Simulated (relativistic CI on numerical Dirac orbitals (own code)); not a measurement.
# Electric-dipole transitions in Hg50+

Method of calculation: Dirac-Coulomb-Breit CI, KLI orbitals optimised for each configuration, QED by a radiative potential, unscaled Slater integrals (own radial code, finite nucleus).

CI space (outside the closed core [Ar]): 3d10 4s2, 3d10 4s 4p, 3d10 4p2, 3d10 4s 4d, 3d10 4s 4f, 3d10 4d2, 3d10 4p 4d, 3d10 4f2, 3d10 4p 4f, 3d10 4d 4f, 3d10 4s 5s, 3d10 4s 5p, 3d10 4s 5d, 3d10 4s 5f, 3d10 4s 5g, 3d10 4s 6s, 3d10 4s 6p, 3d10 4s 6d, 3d10 4s 6f, 3d9 4s2 4p, 3d10 4s 7s, 3d9 4s2 4d, 3d9 4s2 4f, 3d9 4s2 5s, 3d9 4s2 5p, 3d9 4s2 5d. Double excitations out of closed p, d and f shells are left out; levels of such configurations are missing from the list, as are those of other unlisted configurations, and high levels can miss mixing partners. These lack a partner that the ground configuration has and come out too high: 3d9 4s2 4p, 3d9 4s2 4d, 3d9 4s2 4f, 3d9 4s2 5s, 3d9 4s2 5p.

| λ vac (Å) | Lower | Upper | A (s⁻¹) | E lower (Ry) | E upper (Ry) |
| --- | --- | --- | --- | --- | --- |
| 4.6563 | 3d10 4s2 1S_0 [1] | 3d9 4s2 4f 1P°_1 [168] | 5.92e+14 | 0.000 | 195.708 |
| 4.8254 | 3d10 4s2 1S_0 [1] | 3d9 4s2 4f 3D°_1 [160] | 2.38e+14 | 0.000 | 188.849 |
| 10.593 | 3d10 4s 4p 3P°_2 [5] | 3d10 4s 5d 3D_3 [93] | 9.42e+12 | 18.457 | 104.484 |
| 11.556 | 3d10 4s 4d 3D_1 [9] | 3d10 4s 5f 3F°_2 [95] | 1.53e+13 | 31.712 | 110.570 |
| 11.601 | 3d10 4s 4d 3D_2 [10] | 3d10 4s 5f 3F°_3 [96] | 1.60e+13 | 32.053 | 110.600 |
| 11.853 | 3d10 4s 4d 3D_3 [11] | 3d10 4s 5f 3F°_4 [97] | 1.85e+13 | 34.047 | 110.924 |
| 11.946 | 3d10 4s 4d 1D_2 [12] | 3d10 4s 5f 1F°_3 [98] | 1.65e+13 | 34.696 | 110.980 |
| 13.707 | 3d10 4s 4f 3F°_3 [19] | 3d10 4s 5g 3G_4 [100] | 2.72e+13 | 47.839 | 114.323 |
| 13.729 | 3d10 4s 4f 3F°_2 [20] | 3d10 4s 5g 3G_3 [99] | 3.14e+13 | 47.903 | 114.277 |
| 13.812 | 3d10 4s 4f 3F°_4 [21] | 3d10 4s 5g 3G_5 [101] | 3.38e+13 | 48.445 | 114.421 |
| 13.831 | 3d10 4s 4f 1F°_3 [22] | 3d10 4s 5g 1G_4 [102] | 2.69e+13 | 48.765 | 114.652 |
| 37.480 | 3d10 4p2 1D_2 [8] | 3d10 4p 4d 3F°_3 [26] | 1.03e+12 | 27.494 | 51.808 |
| 37.809 | 3d10 4s 4p 3P°_1 [3] | 3d10 4s 4d 3D_2 [10] | 1.75e+12 | 7.951 | 32.053 |
| 37.820 | 3d10 4p2 3P_0 [4] | 3d10 4p 4d 3D°_1 [16] | 1.98e+12 | 16.814 | 40.908 |
| 38.758 | 3d10 4p 4d 3F°_3 [18] | 3d10 4d2 1G_4 [38] | 1.01e+12 | 42.592 | 66.104 |
| 44.612 | 3d10 4s 4p 3P°_2 [5] | 3d10 4p2 3P_2 [13] | 7.94e+11 | 18.457 | 38.884 |
| 45.798 | 3d10 4s2 1S_0 [1] | 3d10 4s 4p 1P°_1 [6] | 1.22e+12 | 0.000 | 19.898 |
| 46.128 | 3d10 4s 4d 3D_2 [10] | 3d10 4p 4d 3F°_3 [26] | 1.28e+12 | 32.053 | 51.808 |
| 46.628 | 3d10 4s 4p 3P°_1 [3] | 3d10 4p2 1D_2 [8] | 4.96e+11 | 7.951 | 27.494 |
| 46.952 | 3d10 4s 4f 3F°_4 [21] | 3d10 4p 4f 3G_5 [45] | 6.02e+11 | 48.445 | 67.854 |
| 47.996 | 3d10 4s 4p 1P°_1 [6] | 3d10 4p2 3P_2 [13] | 1.11e+12 | 19.898 | 38.884 |
| 48.148 | 3d10 4s 4d 3D_3 [11] | 3d10 4p 4d 3F°_4 [27] | 9.39e+11 | 34.047 | 52.973 |
| 56.248 | 3d10 4p 4d 3F°_3 [26] | 3d10 4d2 3F_4 [47] | 9.77e+11 | 51.808 | 68.009 |
| 58.063 | 3d10 4p2 3P_2 [13] | 3d10 4p 4d 3D°_3 [29] | 1.02e+12 | 38.884 | 54.578 |
| 58.455 | 3d10 4s 4p 3P°_2 [5] | 3d10 4s 4d 3D_3 [11] | 4.93e+11 | 18.457 | 34.047 |
| 60.358 | 3d10 4p2 1D_2 [8] | 3d10 4p 4d 3F°_3 [18] | 3.13e+11 | 27.494 | 42.592 |
| 60.792 | 3d10 4p 4d 3D°_3 [29] | 3d10 4d2 1G_4 [50] | 1.11e+12 | 54.578 | 69.568 |
| 61.237 | 3d10 4p 4d 3F°_4 [27] | 3d10 4p 4f 3G_5 [45] | 4.34e+11 | 52.973 | 67.854 |
| 61.603 | 3d10 4d2 3F_4 [47] | 3d10 4d 4f 3G°_5 [65] | 7.16e+11 | 68.009 | 82.801 |
| 63.968 | 3d10 4d2 1G_4 [50] | 3d10 4d 4f 1H°_5 [70] | 8.74e+11 | 69.568 | 83.814 |

Terms are leading LS components. Brackets give the number of a level in order of energy, since labels repeat. The list gives strong lines, with weight on those to low levels, without lines whose two gauges differ by over a factor of 2.5, among the lowest 168 of 202 levels, so that lines to higher ones, which can be the strongest, are missing. Levels whose partners in the same complex of configurations lie outside the list can be far off, and so can their lines. Rates are taken at the computed energies, electric ones in the length gauge.

At this charge energies of transitions that change n are usually good to better than 1 %, and those within a shell (Δn = 0) to a few per cent.

LS names give the leading component of a level, which can be under half, so a name can repeat, a term be missing and a line seem to break the LS rules.
